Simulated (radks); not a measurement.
Results of a calculation; reference values are marked as such.
Fractional charge and spin in the 5s shell of cerium: the spin-up occupation runs from 0 to 1 and the spin-down occupation from 0 to 1; the fullest corner is Ce2+, [Kr] 4d10 4f(up 1, down 1) 5p6 5s(up 1, down 1). Code: a radial shooting solver on a logarithmic mesh with Libxc functionals. Model: scalar-relativistic Kohn-Sham, r2SCAN, spin-polarised, spherical densities, finite nucleus; meta-GGA in the generalised Kohn-Sham scheme; Fermi nuclear charge, rms radius of each element as measured or else 0.836 A^(1/3) + 0.57 fm. Energy (eV) above the fullest corner. The planes named below are the two flat planes that join the four corners, with an edge along up + down = one added electron.

| down \ up | 0 | 0.25 | 0.5 | 0.75 | 1 |
|---|---|---|---|---|---|
| 0 | 127.468 | 108.629 | 90.578 | 73.315 | 56.834 |
| 0.25 | 108.629 | 90.685 | 73.521 | 57.132 | 41.515 |
| 0.5 | 90.578 | 73.521 | 57.232 | 41.707 | 26.942 |
| 0.75 | 73.315 | 57.132 | 41.707 | 27.034 | 13.106 |
| 1 | 56.834 | 41.515 | 26.942 | 13.106 | 0.000 |

Corners above the fullest one (they belong to Ce3+ and the next ion): (up 1, down 0) 56.834 eV, (up 0, down 1) 56.834 eV, (up 0, down 0) 127.47 eV. With half an added electron in each spin the energy lies 0.398 eV from the planes, and with half an added electron in spin up alone -1.573 eV. The planes are only a guide here: the flat-plane condition holds for ground states with one frontier orbital, while this shell lies below other occupied shells, so the corners above the fullest one are inner-hole states and not the ground states of those ions.
